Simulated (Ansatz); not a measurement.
Correlation energies of GaH2O2 (`[OH][Ga][OH]`) radical by basis set

Z-matrix (Å, degrees):
```
O
Ga 1 1.804
H 1 0.960 2 114.9
O 2 1.795 1 114.9 3 180.0
H 4 0.963 2 111.1 1 0.0
```

The species carries charge 0 and has multiplicity 2. Correlated methods include outer-core shells of Ga, which these sets cover unevenly. Scalar relativity is left out up to krypton. The geometry is a stationary point of PBE0-D4/def2-TZVP. It is one conformer, not always the lowest. Frozen core, unrestricted reference, Ansatz.

```tsv
basis	HF (Eh)	MP2 corr.
def2-SVP	-2073.79764	-0.57474
def2-TZVPP	-2074.24552	-0.69233
def2-QZVPP	-2074.29394	-0.97725
```

Estimate the CCSD correlation energy and the (T) correction in each basis where they were run (hartree).


```
     basis  CCSD corr.       (T)
  def2-SVP    -0.57281  -0.01550
def2-TZVPP    -0.68800  -0.02689
```
